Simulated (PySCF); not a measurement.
CH2Cl, SMILES [CH2]Cl (connectivity only; charge and spin as stated), charge +1, multiplicity 1.

Geometry: B3LYP-D3(BJ)/def2-TZVP. The spin state was assumed, not searched. The isomer is the one that the SMILES or the coordinates give; other isomers of the formula were not compared.

Method: TDA-PBE/def2-TZVPD run with PySCF 2.14.0.

Vertical excitations. Isolated molecule, no solvent. State labels are in the subgroup C2v.

```csv
state,symmetry,energy (eV),λ (nm),f,main pairs
S1,A2,3.21,386,0.000,HOMO→LUMO 100 %
S2,B1,7.64,162,0.000,HOMO−2→LUMO 99 %
S3,A2,7.75,160,0.000,HOMO−3→LUMO 100 %
S4,A1,7.84,158,0.197,HOMO−1→LUMO 87 %
S5,B2,8.93,139,0.000,HOMO→LUMO+1 98 %
S6,B2,10.23,121,0.005,HOMO→LUMO+2 100 %
S7,B1,11.18,111,0.005,HOMO−1→LUMO+1 94 %
S8,A1,11.22,110,0.131,HOMO→LUMO+3 95 %
S9,B2,11.51,108,0.067,HOMO→LUMO+4 98 %
S10,A2,12.04,103,0.000,HOMO→LUMO+5 100 %
T1,A2,2.67,464,0,HOMO→LUMO 100 %
T2,A1,4.24,292,0,HOMO−1→LUMO 100 %
T3,B1,6.57,189,0,HOMO−2→LUMO 99 %
T4,A2,6.90,180,0,HOMO−3→LUMO 100 %
```
Triplets are in the Tamm–Dancoff approximation.
